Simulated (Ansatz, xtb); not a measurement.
Molecule: TaF2, net charge 0, quartet state. The spin state was set by rule; other spins were not relaxed. 
Coordinates optimised at B3LYP-D3(BJ)/def2-TZVP (Ansatz, a program for electronic structure):
```xyz
3

Ta     0.0000     0.0000     0.0000
F      0.0000     0.0000     1.8916
F      0.0000     0.0000    -1.8916
```
Charge 0, spin multiplicity 4.

Harmonic wavenumbers from GFN2-xTB (xtb, at its own minimum), cm⁻¹: 112, 112, 387, 416.

**Question.** Give the harmonic wavenumbers at B3LYP-D3(BJ)/def2-TZVP (Ansatz, finite differences of forces, unscaled).

**Answer.** 49, 49, 640, 663 cm⁻¹. Zero-point energy 2.0 kcal/mol.

**Question.** From these and the geometry, give the ideal-gas thermochemistry at 298.15 K and 1 atm (rigid rotor, harmonic oscillator).

**Answer.** Point group D∞h, rotational symmetry number 2. Rotational constants 3.717, 3.717 GHz. S(trans) 42.05, S(rot) 15.36, S(vib) 10.42, S(elec, spin only) 2.75, S 70.6 cal/(mol K). H(298) - H(0) 3.29 kcal/mol; G - E(el) -15.7 kcal/mol.
